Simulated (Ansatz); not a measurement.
GeI, doublet, at a GFN2-xTB geometry (core potentials on I). Base run: R2SCAN/def2-SVP (Ansatz, a first-principles code).

Geometry (Å):
```xyz
2

Ge     0.0000     0.0000    -1.5888
I      0.0000     0.0000     0.9593
```
Charge 0, spin multiplicity 2.
Orbitals are unrestricted.
All else is at Ansatz's defaults.

Variants of this job, named by their change:

| change | E (Eh) | <S^2> |
|---|---|---|
| base | -2374.55243 | 0.756 |
| functional = blyp | -2374.45387 | 0.752 |
| functional = pbe | -2374.11976 | 0.753 |
| functional = pbe; dispersion = d4 | -2374.12172 | 0.753 |
| functional = pbe0; dispersion = d4 | -2374.19683 | 0.754 |
| functional = BHLYP | -2374.37727 | 0.754 |
| functional = B97M-V | -2374.03638 | 0.755 |
| functional = b3lyp; dispersion = d4 | -2374.58888 | 0.753 |
| functional = b3lyp5 | -2374.36385 | 0.753 |
| functional = hse06 | -2374.19485 | 0.755 |
| functional = pbe0 | -2374.19518 | 0.754 |
| functional = cam_b3lyp | -2374.56310 | 0.753 |
| functional = lc_wpbe | -2374.18800 | 0.756 |

Total energies compare only within one method and basis.
